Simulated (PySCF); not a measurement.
Molecule: `InChI=1S/C7H7FS/c1-9-7-4-2-3-6(8)5-7/h2-5H,1H3`.

Geometry (Å), atoms numbered from 1 in this order:
```xyz
16

C    -2.8366   -0.5856   -0.5725
S    -1.8958    0.9597   -0.7238
C    -0.2711    0.5214   -0.1988
C     0.6792    1.5424   -0.1986
C     1.9771    1.2886    0.1938
C     2.3585    0.0158    0.5907
C     1.4014   -0.9794    0.5847
F     1.7467   -2.2271    0.9697
C     0.0916   -0.7572    0.1998
H    -3.8479   -0.3414   -0.8824
H    -2.8385   -0.9191    0.4611
H    -2.4212   -1.3405   -1.2336
H     0.3820    2.5313   -0.5115
H     2.7021    2.0876    0.1914
H     3.3673   -0.2071    0.8966
H    -0.6025   -1.5805    0.2218
```

Frames of a GFN2-xTB Langevin trajectory at 600 K; GIAO PBE0/pcSseg-1 shieldings in PySCF 2.14.0 with density-fitted response routines, gas phase, non-relativistic; equivalent atoms averaged within each frame.

References, each an isolated molecule treated in the same way: 13C (186.93 ppm) and 1H (31.72 ppm) against TMS; CS2 for 33S (503.73 ppm); 19F (170.95 ppm) against CFCl3. The references are static minima.

**Question.** How do the shifts (ppm) fluctuate along the trajectory?

**Answer.** 
```csv
time (fs),C7,C3,C5,C4,C6,C9,C1,S2,F8,H16
250,170.7,155.3,134.0,121.6,118.3,118.3,10.5,-11,-101.8,8.32
425,182.8,156.0,129.8,116.1,119.2,122.3,21.5,81,-87.3,8.41
625,175.7,169.6,126.6,135.0,111.0,122.4,24.8,24,-104.9,5.64
800,175.2,131.8,141.2,140.3,130.3,113.0,35.3,60,-101.8,5.91
1000,172.3,166.2,140.8,134.4,123.6,121.6,36.5,78,-112.2,8.30
mean of frames,175.3,155.8,134.5,129.5,120.5,119.5,25.7,46,-101.6,7.32
standard deviation,4.7,14.8,6.5,10.2,7.1,4.0,10.7,39,9.1,1.41
```

5 frames give an uncertainty of the mean of about the standard deviation over 2.2 at best, since frames this close in time may not be independent; classical motion lacks zero-point vibration, and the reference would need the same averaging.
